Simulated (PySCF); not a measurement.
Gas-phase reaction: ZrCl3OH + H2O ⇌ ZrO2 + 3 HCl

Energies from PySCF, thermal terms from the rigid-rotor harmonic-oscillator model, ideal gas at 1 bar. S°(298 K) at PBE0/def2-TZVP differs from the NASA 1993 table for ZrO2 (-6 J/mol/K); whether the harmonic model or the table's entry is off was not settled. † marks an energy on the PBE0/def2-TZVP geometry and frequencies; other levels use their own. MP2 and CCSD(T) freeze the core. All species are closed-shell singlets. Zr: scalar-relativistic def2 core potential, no spin-orbit coupling. ZrCl3OH: computed as isolated molecules; such fragments, hydroxides, amides, oligomers or adducts are transient or little studied in the gas. MP2 isn't extrapolated to the basis-set limit; its ΔH°(298 K) is 651.5 kJ in def2-SVP and 650.0 kJ in def2-TZVPP. CCSD(T) isn't extrapolated to the basis-set limit; its ΔH°(298 K) is 691.3 kJ in def2-SVP and 686.9 kJ in def2-TZVPP. The harmonic model lacks anharmonicity and excited electronic states, which grow with temperature; levels with a mode under 35 cm⁻¹ are left out. Soft modes under 120 cm⁻¹ make the harmonic entropy rough for ZrCl3OH. Warning, large T1 diagnostic: ZrO2 (CCSD(T)/def2-TZVPP†).

| level | ΔE electronic, kJ | ΔH°(298 K), kJ | ΔS°(298 K), J/K | ΔG°(1000 K), kJ |
|---|---|---|---|---|
| CCSD(T)/def2-TZVPP† | 716 | 687 | 256 | 438 |
| M06-2X/def2-TZVP† | 756 | 727 | 256 | 478 |
| MP2/def2-SVP† | 680 | 651 | 256 | 403 |
| PBE/def2-SVP | 693 | 665 | 257 | 416 |
| PBE/def2-TZVP† | 666 | 637 | 256 | 388 |
| PBE0/def2-QZVP† | 721 | 692 | 256 | 444 |
| PBE0/def2-TZVP | 719 | 690 | 256 | 441 |
| r2SCAN/def2-TZVP† | 718 | 690 | 256 | 441 |
| ωB97X-V/def2-TZVP† | 735 | 707 | 256 | 458 |
ΔH° is lowest at PBE/def2-TZVP† and highest at M06-2X/def2-TZVP†. No reference value is set beside these.
